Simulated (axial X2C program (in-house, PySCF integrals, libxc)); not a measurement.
## Spectroscopic constants of CoSe

Calculated with an in-house relativistic program for diatomic molecules. Spin-free means the one-electron spin-free X2C Hamiltonian; two-component (2c) means X2C with spin–orbit coupling and atomic mean-field two-electron Coulomb and Gaunt terms, so the difference of the two also holds small scalar two-electron terms. Basis: Se dyall-cv3z [8s9p6d4f1g], Co dyall-cv3z [9s10p6d3f2g] (cores contracted in-house); Gaussian nuclei, density fitting, unrestricted open shells. Masses: Se 79.917 u, Co 58.933 u.

Input:
```json
{"zs": [34, 27], "q": 0, "bas": ["dyall-cv3z", "dyall-cv3z"], "levels": ["PBE0", "HF", "PBEsol"], "cc": true, "r0": 2.1, "thr": -2.0, "nmax": 90, "npts": 10, "nst": 2, "ntry": 6}
```
```bash
python so2c.py task.json out
```

Keys: zs atomic numbers; q charge; bas basis sets; levels methods; cc coupled cluster on or off; r0 starting distance in Å; thr threshold in hartree for freezing inner shells (an s shell follows its p shell); nmax most natural virtual spinors; npts points on the curve; nst determinants followed; ntry starts of the search. HF also brings MP2.

State, spin-free: M_S = 3/2, Λ = 2 (beyond evenly filled blocks: π+α, π-α, δ+α, δ+β, δ-α); electrons by block: σα: 14, σβ: 14, π+α: 7, π+β: 6, π-α: 7, π-β: 6, δ+α: 2, δ+β: 2, δ-α: 2, δ-β: 1. Fragments: Se + Co.

State, 2c: Ω = 7/2 (⟨Sz⟩ = 1.50, ⟨Lz⟩ = 2.00 at PBEsol); electrons by block: 1/2: 20, -1/2: 21, 3/2: 9, -3/2: 8, 5/2: 2, -5/2: 1. Fragments: Se + Co.

| Hamiltonian | level | Re (Å) | ωe (cm⁻¹) | ωexe (cm⁻¹) | Be (cm⁻¹) | αe (cm⁻¹) | De (eV) | μ (D) |
| --- | --- | --- | --- | --- | --- | --- | --- | --- |
| spin-free | PBE0 | 2.087 | 394.9 | 1.13 | 0.1141 | 0.000425 | 2.97 | 4.66 |
| spin-free | HF | 2.322 | 253.9 | 0.632 | 0.0922 | 0.000384 | 0.422 | 5.38 |
| spin-free | PBEsol | 2.072 | 399.5 | 1.1 | 0.1158 | 0.000446 | 4.35 | 3.23 |
| 2c | PBEsol | 2.073 | 398.5 | 1.11 | 0.1157 | 0.000447 | n/a | 3.22 |

Dipoles are positive if Co is the positive end.

One determinant describes the state; a PBE0 search over occupations chose it and may have missed a lower one. Dissociation energies refer to the lowest single-determinant-based atoms at the same level and basis. De is not given where an atomic determinant may have missed its ground term or J level, or where the truncated virtual space spoils (T). Density functionals use the spin component along the axis (collinear). Other states lie close and PBE0, whose exact exchange favours high spin, may order them wrongly; the determinant shown need not be the ground state. The nearest other spin-free determinant of the search, M_S = 3/2, Λ = 3, lies 0.39 eV up at the distance of the search. The functionals have no current-density term, which raises determinants with orbital currents, atoms included. With several unpaired electrons one determinant need not be a pure state. A state of lower Ω lies just above, and one determinant can place such states too high, so the state shown need not be the lowest. The search has Ω = 1/2 only 0.10 eV up. The determinant is spin-polarised beyond a pure state at some levels (its spin-free form has ⟨S²⟩ too high), which makes Re and μ there less reliable.

No reliable constants came from HF (2c), MP2 (2c), MP2 (spin-free), PBE0 (2c): no minimum in range, unconverged points, a curve that is not smooth, a change of character along it, or the two Hamiltonians disagreeing along it.

Rough cost a point (2c) on 1 thread(s) of a shared host, integrals apart: PBEsol 0.9 s.
